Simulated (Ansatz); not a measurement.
`[NH2][Sb]([SiH3])[InH2]` + `C=N` → `C=[N][InH2]` + `[NH2][SbH][SiH3]` at 500 K and 1 bar (cleavage of the In–Sb bond).

Computed with Ansatz on PBE0-D4/def2-TZVP structures; ΔE is electronic, products minus reactants. CCSD(T)/CBS adds triple-zeta CCSD(T) − MP2 to the extrapolated MP2 energy (def2 sets, frozen cores). This one scheme is used for every species. Elements past krypton have def2 core potentials. For In, Sb outer-core shells are correlated without core-valence functions, which leaves a few kJ/mol of doubt a bond. One conformer a species, not always the lowest.

```json
{"species": "`[NH2][Sb]([SiH3])[InH2]`", "CCSD(T)/CBS energy (Eh)": "-777.82114", "H − E (kJ/mol)": "223.3", "S (J/(mol·K))": "502.2"}
{"species": "`C=N`", "CCSD(T)/CBS energy (Eh)": "-94.52360", "H − E (kJ/mol)": "124.2", "S (J/(mol·K))": "249.5"}
{"species": "`C=[N][InH2]`", "CCSD(T)/CBS energy (Eh)": "-284.90922", "H − E (kJ/mol)": "141.1", "S (J/(mol·K))": "356.8"}
{"species": "`[NH2][SbH][SiH3]`", "CCSD(T)/CBS energy (Eh)": "-587.39549", "H − E (kJ/mol)": "193.2", "S (J/(mol·K))": "403.3"}
```

H − E and S are ideal-gas, rigid-rotor, harmonic terms from PBE0-D4/def2-TZVP, for one conformer and one mirror image of each species. 1 Eh = 2625.50 kJ/mol, R = 8.31446 J/(mol·K).

**Question.** By hand: ΔE, ΔH, ΔS and ΔG.

**Answer.** ΔE = (-284.90922) + (-587.39549) − (-777.82114) − (-94.52360) = 0.04003 Eh = 105.1 kJ/mol. Δ(H − E) = 141.1 + 193.2 − 223.3 − 124.2 = -13.2, so ΔH = 91.9 kJ/mol. ΔS = 356.8 + 403.3 − 502.2 − 249.5 = 8.4 J/(mol·K). ΔG = 91.9 − 500 × (8.4)/1000 = 87.7 kJ/mol.

**Question.** By hand: the equilibrium constant, and the temperature at which ΔG would vanish if ΔH and ΔS stayed fixed.

**Answer.** log₁₀ K = −ΔG/(RT ln 10) = -9.2. ΔG = 0 at ΔH/ΔS = 10940 K, far beyond where these terms or the molecules hold.

The number of gas molecules stays the same, so ΔS is small and ΔH decides. A doubt of 5 kJ/mol in ΔE shifts log₁₀ K by 0.5 here. Other conformers and mirror images would add mixing entropy, several J/(mol·K) or more a flexible species. These are equilibria of isolated gas molecules and say nothing of rates. Largest T1 diagnostic: 0.015 (customary marks: 0.02 for closed shells, 0.045 for open ones).
